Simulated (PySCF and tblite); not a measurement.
The numbers below are computed, except where a source is named.
C3H10F2Si2, numbered as in [CH3:1][Si:2]([CH3:3])([F:4])[CH2:5][SiH2:6][F:7].

Level: PBE0-D3(BJ)/def2-SVP (IEF-PCM, water)//GFN2-xTB, thermal terms from GFN2-xTB, symmetry numbers and mirror pairs counted. Conformers within 2 kcal/mol (GFN2-xTB free energy) were kept, 10 at most. Programs: PySCF with density fitting and tblite.

Torsions listed: F4–Si2–C5–Si6, Si2–C5–Si6–F7. Of a mirror pair one member is shown.

| conformer | shape | symmetry |
| --- | --- | --- |
| 1 | 171°, 49° | C1 (pair) |
| 2 | 180°, 180° | Cs |
| 3 | -58°, -64° | C1 (pair) |
| 4 | -85°, 45° | C1 (pair) |
| 5 | -49°, -178° | C1 (pair) |

Task: Which of these conformers is the most populated at 298.15 K, and with what share?

Result: Conformer 1, about 46 %.

Task: Give the DFT energies and free energies relative to the lowest, and all weights.

Result: 
| conformer | shape | E(DFT) kcal/mol | G(298.15 K) kcal/mol | weight % |
| --- | --- | --- | --- | --- |
| 1 | 171°, 49° | 0.00 | 0.00 | 45.5 |
| 2 | 180°, 180° | 0.80 | 0.90 | 10.0 |
| 3 | -58°, -64° | 0.55 | 0.54 | 18.2 |
| 4 | -85°, 45° | 0.65 | 0.68 | 14.4 |
| 5 | -49°, -178° | 1.03 | 0.80 | 11.8 |

Task: How does its share change from 250 K to 800 K?

Result: From 51 % to 30 %; the mixing entropy goes from 3.95 to 4.33 cal/(mol K).


Conformer gaps in def2-SVP on xTB geometries can be 2 kcal/mol too large for S=O, P=O and other polar bonds.